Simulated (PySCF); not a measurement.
Telling isomers of C4H9NO2Si apart by NMR

[PySCF 2.14: shieldings: GIAO PBE0/pcSseg-1; structure optimised with GFN2-xTB; fast rotation and ring inversion assumed for equivalent nuclei; non-relativistic Hamiltonian; isolated molecule; one conformer]

Chemical shifts δ = σref − σ; 1H (31.72 ppm), 13C (186.93 ppm) vs TMS, all at this level. Where no couplings were computed, multiplicities follow the n + 1 count of equivalent neighbours, and m marks all less simple cases (inequivalent or close neighbours, rings, F or P nearby). Shifts are as computed. Against solution values, carbons near 30 ppm lie about +3 ppm off and those near 130 ppm about +5 ppm. Of 1211 compounds with measured shifts, 218 miss one by over three times the rms of a fit or turn the order of signals round; such compounds aren't used in these exercises.

(1) Tabulate the signals of `CO[SiH2]OCCC#N`, `C=N[SiH]1OCCCO1` and their relative energies.

(2) What is the quickest way to tell CO[SiH2]OCCC#N from C=N[SiH]1OCCCO1?

Results:

(1) 
```tsv
SMILES	carbon types	δC	δH	E rel. (kcal/mol)
CO[SiH2]OCCC#N	1×C 2×CH2 1×CH3	121.1, 63.2, 51.0, 21.1	4.80 (s, 2H), 4.17 (t, 2H), 3.88 (s, 3H), 2.60 (t, 2H)	14.8
C=N[SiH]1OCCCO1	4×CH2	174.5, 67.4, 36.2	8.71 (m, 1H), 8.67 (m, 1H), 4.85 (s, 1H), 4.49 (m, 2H), 4.36 (m, 2H), 2.56 (m, 1H), 1.34 (m, 1H)	0.0
```

Energies are electronic energies at PBE0/pcSseg-1 on these geometries, without zero-point or thermal terms, each for the one conformer computed, which needn't be the lowest.

(2) Count the carbon signals: 4 against 3. The first has a nitrile carbon (C) at 121.1 ppm, the second a C=N carbon (CH2) at 174.5 ppm. In the proton spectra the most deshielded non-exchanging signals are 4.80 (s, 2H) and 8.71 (m, 1H).
